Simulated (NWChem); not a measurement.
Lowest excitation of CHF

```
C
F 1 1.3023
H 1 1.1354 2 102.45
```
Charge 0, spin multiplicity 1.

Program: NWChem. The geometry was optimised at B3LYP/def2-SVP, a minimum by its harmonic frequencies.

Basis set: aug-cc-pVDZ. CR-EOMCCSD(T) is the triples correction to the same EOM-CCSD root.

The correlated methods keep 2 core orbitals frozen. B3LYP has NWChem's definition, with VWN1-RPA local correlation. The structure started from a generated list of species. Coupled-cluster values serve here as a point of comparison, not as the truth.

### Question
For the lowest vertical singlet excitation energy, CIS gives 2.58 eV and TD-PBE gives 2.17 eV. What do CR-EOMCCSD(T), EOM-CCSD, TD-B3LYP give?

### Answer
CR-EOMCCSD(T): 2.43 eV; EOM-CCSD: 2.54 eV; TD-B3LYP: 2.25 eV.
